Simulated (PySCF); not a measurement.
C5H6F2O.
SMILES with atom numbers: `[CH2:1]=[C:2]=[CH:3][CH2:4][O:5][CH:6]([F:7])[F:8]` (hydrogens: H9, H10 on C1; H11 on C3; H12, H13 on C4; H14 on C6)

Structure used (GFN2-xTB), in Å, numbered top down from 1:
```xyz
14
C5H6F2O angstrom
C      2.5218   -0.6065    0.4952
C      1.5026    0.1880    0.4871
C      0.4872    0.9971    0.4522
C     -0.4916    1.0520   -0.6890
O     -1.7819    0.5498   -0.3078
C     -1.8271   -0.7763   -0.0970
F     -2.9211   -1.0670    0.6196
F     -1.9554   -1.4658   -1.2687
H      3.4818   -0.3018    0.1111
H      2.4613   -1.6045    0.8985
H      0.2716    1.6490    1.2875
H     -0.1184    0.4935   -1.5547
H     -0.6903    2.0859   -0.9771
H     -0.9411   -1.1938    0.4214
```

The closed-shell ground state was solved at several levels (PySCF, density fitting, gas phase, non-relativistic).

```csv
level,basis functions,HOMO (eV),LUMO (eV),gap (eV),dipole (D)
wB97X-D/def2-SVPD,217,-10.08,1.43,11.51,3.67
B3LYP/pcJ-1,276,-7.94,-0.53,7.41,3.53
```

Task: Estimate the row for PBE0/pcSseg-1, a basis of 166 functions; the other rows only guide the guess.

Result: HOMO -8.19 eV, LUMO -0.32 eV, gap 7.87 eV, dipole 3.53 D.

Task: Over all these levels, which gives the widest orbital gap and which the narrowest?

Result: wB97X-D/def2-SVPD (range-separated hybrid) has the widest, 11.51 eV, and B3LYP/pcJ-1 (global hybrid, 20 % exact exchange) the narrowest, 7.41 eV. Functional and basis both differ between the two, so the spread mixes both effects.

Task: How far do the dipole and the HOMO energy spread over the levels?

Result: The dipole runs from 3.53 to 3.67 D (mean 3.58 D) and the HOMO from -10.08 to -7.94 eV.

One conformer stands for the species.
